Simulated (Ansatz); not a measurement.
A nudged elastic band was laid between two geometries of C3H10SeSi (15 atoms, charge 0, multiplicity 1).

All numbers below come from Ansatz 0.2.0, RKS PBE-D4/def2-SVP.

```yaml
movable_images: 5
climbing_image: yes
spring: 5.0 eV/Å²
optimiser: fire
start_path: through a guess of the saddle point
force_threshold: 0.05 eV/Å
iteration_limit: 60
end_points: relaxed
largest_step: 0.02 Å
```

First end point:

```xyz
15
Properties=species:S:1:pos:R:3
C -1.430 0.294 0.343
C 0.023 0.182 -0.137
C 1.017 0.456 0.999
Si 0.337 -1.564 -0.874
Se 0.346 1.450 -1.656
H -1.631 -0.438 1.155
H -1.633 1.307 0.754
H -2.154 0.112 -0.476
H 2.069 0.394 0.656
H 0.861 1.472 1.424
H 0.876 -0.273 1.827
H 0.108 -2.575 0.220
H 1.753 -1.685 -1.366
H -0.616 -1.840 -2.005
H 0.052 2.659 -0.836
```

Last end point:

```xyz
15
Properties=species:S:1:pos:R:3
C -1.429 0.291 0.336
C 0.022 0.174 -0.147
C 1.018 0.532 0.964
Si 0.359 -1.607 -0.783
Se 0.315 1.354 -1.741
H -2.156 0.054 -0.466
H -1.614 -0.398 1.190
H -1.644 1.322 0.693
H 2.069 0.466 0.620
H 0.847 1.568 1.328
H 0.893 -0.149 1.835
H 0.181 -2.554 0.376
H 1.765 -1.727 -1.303
H -0.613 -1.974 -1.870
H -0.036 2.600 -1.003
```

Task: What changes between the two ends?

Result: No bond is made or broken. The dihedral H6–C1–C2–Se5 goes from 177 to 56°. The two ends are copies of one structure, up to a mirror image or an exchange of like atoms.

Task: Give the energies along the band, and the barrier.

Result: It did not converge within its limit. The highest image is number 2 of 0 to 6, 0.179 eV above the ends, which have the same energy within 2 meV. The band didn't meet its force threshold, so its energies are provisional: the largest band force was still 0.08 eV/Å, and over the last iterations the top stayed at 0.18 eV.

```
image  path coordinate (Å)  energy (eV)  dihedral H6–C1–C2–Se5 (°)
    0                 0.00        0.000                        177
    1                 0.96        0.103                       -151
    2                 1.92        0.179                       -119
    3                 3.18        0.023                        -76
    4                 4.47        0.096                        -33
    5                 5.78        0.153                         12
    6                 7.11        0.000                         56
```

Time of the run: 18 min on 2 threads of Intel(R) Xeon(R) Platinum 8259CL CPU @ 2.50GHz (Skylake/Cascade Lake), with other jobs on the host, peak memory 0.24 GiB.
